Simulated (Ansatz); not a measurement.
Ideal-gas functions of CH3GaS, SMILES `[CH2]1[S][GaH]1` at 298.15 K and 1 bar, from an Ansatz frequency run at PBE0-D4/def2-TZVP.

Molar mass 116.82 g/mol, point group Cs (symmetry number 1), electronic degeneracy 1, moments of inertia 35.498, 112.8, 145.006 u Å². Harmonic wavenumbers (cm⁻¹, unscaled): 377, 468, 472, 517, 705, 711, 963, 990, 1420, 2099, 3120, 3204.

Use S(trans) = R[1.5 ln M + 2.5 ln T − 1.1517]; rotational temperatures θ = 24.2544 K / I; S(rot) = R[ln(√π/σ · √(T³/θAθBθC)) + 1.5]; for each mode x = 1.438777 ν̃/T, S = R[x/(eˣ − 1) − ln(1 − e⁻ˣ)] and H = RT x/(eˣ − 1); 1 cm⁻¹ = 0.0119627 kJ/mol; R = 8.31446 J/(mol·K).

Question: By hand: the entropy, in J/(mol·K).

Answer: Translation 168.2. Rotation: θ = 0.6833, 0.215, 0.1673 K, giving 103.7. Vibration, mode by mode: 4.40, 3.11, 3.06, 2.58, 1.26, 1.23, 0.45, 0.41, 0.07, 0.00, 0.00, 0.00, in all 16.6. Electronic 0.0. Sum 288.5 J/(mol·K).

Question: By hand: H − E and G − E in kJ/mol, counted from the electronic energy.

Answer: Zero-point energy ½ × 15046 × 0.0119627 = 90.0; thermal vibration 3.5; translation, rotation and pV give 4 RT = 9.9. H − E = 103.4 kJ/mol, and G − E = 103.4 − 298.15 × 288.5/1000 = 17.4 kJ/mol.

Vibration gives 6 % of the entropy.
